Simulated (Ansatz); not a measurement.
Results of the Gaussian-basis code of Ansatz.

A structure relaxed at PBE0-D4/def2-TZVP, charge 0, multiplicity 1:

```
atom   x (Å)   y (Å)   z (Å)
  C1   0.526   0.729  -1.505
  N2  -0.043   0.227  -0.255
 Si3  -0.577  -1.420  -0.212
  O4  -0.626  -1.916   1.352
 Si5  -0.032   1.174   1.167
  F6   1.116   0.686   2.183
  H7  -0.231   0.798  -2.293
  H8   0.940   1.730  -1.364
  H9   1.331   0.082  -1.866
 H10   0.370  -2.203  -1.054
 H11  -1.960  -1.599  -0.714
 H12   0.194  -1.909   1.851
 H13  -1.297   1.052   1.922
 H14   0.288   2.570   0.788
```

Q: Give its formula and SMILES.

A: CH8FNOSi2, `CN([SiH2]O)[SiH2]F`.

Q: Point group (tolerance 0.08 Å, 0.16 Å for H)?

A: C1.

Q: Summarise the bond lengths by kind.

A: 1 × C–N 1.462 Å; 3 × C–H 1.092 to 1.095 Å; 2 × N–Si 1.708 to 1.732 Å; 1 × O–Si 1.641 Å; 4 × H–Si 1.478 to 1.490 Å; 1 × H–O 0.960 Å; 1 × F–Si 1.609 Å.
